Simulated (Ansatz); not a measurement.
Reaction (redistribution): `N[SiH2][O][GeH2][NH2]` + `CB[SiH2]N` → `N[SiH2][O][GeH3]` + `CB[SiH](N)N`

Isolated molecules relaxed with PBE0-D4/def2-TZVP in Ansatz; ΔE leaves out vibrations. CBS: MP2 limit from def2 TZ/QZ plus the TZ coupled-cluster correction, frozen cores. Functionals use def2-TZVPP. For Ge outer-core shells are correlated without core-valence functions, which leaves a few kJ/mol of doubt a bond. Scalar relativity is left out up to krypton. One conformer a species, not always the lowest.

Q: Is it downhill or uphill in electronic energy at CCSD(T)/CBS, and by how much? (Estimate.)

A: The calculation gave: Downhill: ΔE = -7.8 kcal/mol.

Q: What do these levels give: ωB97X-V, r2SCAN, HF/def2-TZVPP, CCSD/def2-TZVPP, CCSD(T)/def2-TZVPP, MP2/CBS(def2)? (An estimate is asked.)

A: The calculation gave: ωB97X-V -7.3, r2SCAN -8.1, HF/def2-TZVPP -8.2, CCSD/def2-TZVPP -7.2, CCSD(T)/def2-TZVPP -6.9, MP2/CBS(def2) -7.9 kcal/mol.

Largest T1 diagnostic among the species: 0.012.

In def2-TZVPP, CCSD(T) changes the Hartree–Fock value by +1.3 kcal/mol (the triples alone add +0.3 kcal/mol) and MP2 by +1.1 kcal/mol.
